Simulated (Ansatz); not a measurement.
Total energies of C₂H₆O₂Si, SMILES `COC(=O)[SiH3]`.

```json
{"atom": "C1", "x (Å)": "1.649", "y (Å)": "0.956", "z (Å)": "-0.713"}
{"atom": "O2", "x (Å)": "0.844", "y (Å)": "0.152", "z (Å)": "0.153"}
{"atom": "C3", "x (Å)": "-0.438", "y (Å)": "0.018", "z (Å)": "-0.212"}
{"atom": "O4", "x (Å)": "-0.907", "y (Å)": "0.529", "z (Å)": "-1.194"}
{"atom": "Si5", "x (Å)": "-1.473", "y (Å)": "-1.079", "z (Å)": "0.977"}
{"atom": "H6", "x (Å)": "1.670", "y (Å)": "0.532", "z (Å)": "-1.718"}
{"atom": "H7", "x (Å)": "2.645", "y (Å)": "0.956", "z (Å)": "-0.276"}
{"atom": "H8", "x (Å)": "1.254", "y (Å)": "1.971", "z (Å)": "-0.768"}
{"atom": "H9", "x (Å)": "-0.672", "y (Å)": "-1.532", "z (Å)": "2.140"}
{"atom": "H10", "x (Å)": "-2.626", "y (Å)": "-0.262", "z (Å)": "1.422"}
{"atom": "H11", "x (Å)": "-1.946", "y (Å)": "-2.240", "z (Å)": "0.188"}
```

The species carries charge 0 and has multiplicity 1. All single points use the PBE0-D4/def2-TZVP geometry. Basis def2-TZVPP, Ansatz 0.2.0.

RPA on PBE orbitals: Hartree–Fock energy of these orbitals -517.91713 Eh, correlation -1.50320 Eh (frozen core).

| functional | energy without D4 (Eh) | D4 term (kJ/mol) |
| --- | --- | --- |
| r2SCAN | -519.71026 | -4.9 |
| B97M-V | -519.73745 | – |
| B3LYP | -519.88644 | -31.3 |
| r2SCANh | -519.69398 | -5.2 |
| r2SCAN0 | -519.67102 | -5.7 |
| BHLYP | -519.73263 | -22.7 |
| CAM-B3LYP | -519.77420 | -16.5 |
| LC-ωPBE | -519.62554 | – |
| B2PLYP | -519.56921 | – |
| PBE-QIDH | -519.35723 | – |

Give the same for LDA (SPW92), PBE, revPBE, BLYP, PBE0, HSE06 (plane-wave form), ωB97X-V, ωB97M-V. (Best estimate.)

The calculation gave: 
```tsv
functional	energy without D4 (Eh)	D4 term (kJ/mol)
LDA (SPW92)	-516.88016	–
PBE	-519.44465	-19.5
revPBE	-519.72796	-64.3
BLYP	-519.79799	-43.6
PBE0	-519.47704	-16.4
HSE06 (plane-wave form)	-519.45909	-15.2
ωB97X-V	-519.73923	–
ωB97M-V	-519.75077	–
```

B3LYP takes the VWN-RPA correlation (the form of Gaussian; ORCA's B3LYP/G). HSE06 is the plane-wave form, built on full-range PBE exchange. The double hybrids freeze the cores in their second-order part.

LC-ωPBE has ω = 0.4 bohr⁻¹.
